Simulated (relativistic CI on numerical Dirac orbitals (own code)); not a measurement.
**Spin-allowed bands of a d2 ion in an octahedral site, by hand**

Problem. Take Δ = 8500 cm⁻¹ and B = 360 cm⁻¹ for a d2 ion in an octahedral site. Calculate the three spin-allowed bands.

Working.
1. The terms of highest spin are 3F (energy 0) and 3P (15B = 5400 cm⁻¹). Here the F term splits into A2 at +1.2Δ = 10200, T2 at +0.2Δ = 1700 and T1 at −0.6Δ = -5100 cm⁻¹.
2. The two T1 states mix through the element 0.4Δ: H = [[-5100, 3400], [3400, 5400]], with roots ½(H₁₁ + H₂₂) ∓ ½√[(H₂₂ − H₁₁)² + 4H₁₂²] = ½(300) ∓ ½(12510) = -6105 and 6405 cm⁻¹.
3. The ground term is 3T1 at -6105 cm⁻¹.
4. Bands: 3T2 7805 cm⁻¹ (1281 nm), 3T1(P) 12510 cm⁻¹ (799 nm), 3A2 16305 cm⁻¹ (613 nm).

Check. Exact diagonalisation of the whole d2 shell with these parameters gives 3T2 7805, 3T1 12510, 3A2 16305 cm⁻¹. The match is exact, since without spin-orbit coupling no other term has this spin. The ratio of the second band to the first, 1.603, depends on Δ/B = 23.6 alone, which is how a Tanabe-Sugano diagram is read.
